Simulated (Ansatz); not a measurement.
Ansatz (an electronic-structure program) input:

Ansatz 0.2 input:
```yaml
crystal:
  periodic: [false, false, false]
  atoms:
    - {symbol: B, position_ang: [-0.78072456, -0.23845367, 0.00334708]}
    - {symbol: F, position_ang: [-1.37153002, 0.92378983, 0.00971963]}
    - {symbol: Cl, position_ang: [0.95572899, -0.41893178, -0.00613013]}
basis:
  gaussian:
    orbitals: STO-3G
magnetization: {spin_polarized: true, initial_magnetization: 1}
correlation: {method: fci, electrons: outside_noble_gas}
```

Question: Predict the final energy.

Answer: -577.08706 Eh (FCI/STO-3G). The basis has 19 functions.

It need not be the lowest isomer of its formula.
